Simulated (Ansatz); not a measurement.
Gas-phase electronic energies from Ansatz, PBE0-D4/def2-TZVP geometries. CBS: MP2 limit from def2 TZ/QZ plus the TZ coupled-cluster correction, frozen cores. This one scheme is used for every species. Each species was taken in one conformer, which may not be the lowest.

Reaction (formal exchange of groups at a C–S bond): `N=C([SiH3])S` + `CCl` → `N=C([SiH3])CCl` + H₂S

```json
{"species": "`N=C([SiH3])S`", "SCS-MP2/def2-TZVPP energy (Eh)": "-782.39386"}
{"species": "`CCl`", "SCS-MP2/def2-TZVPP energy (Eh)": "-499.51553"}
{"species": "`N=C([SiH3])CCl`", "SCS-MP2/def2-TZVPP energy (Eh)": "-883.00575"}
{"species": "H₂S", "SCS-MP2/def2-TZVPP energy (Eh)": "-398.90298"}
```

Problem. Work out ΔE.

Solution. ΔE = (-883.00575) + (-398.90298) − (-782.39386) − (-499.51553) = 0.00066 Eh = +0.02 eV. CCSD(T)/CBS gives +0.01 eV.

Largest T1 diagnostic among the species: 0.014.

From PBE to PBE0 (25 % exact exchange), in def2-TZVPP and without D4, ΔE moves by −0.06 eV.
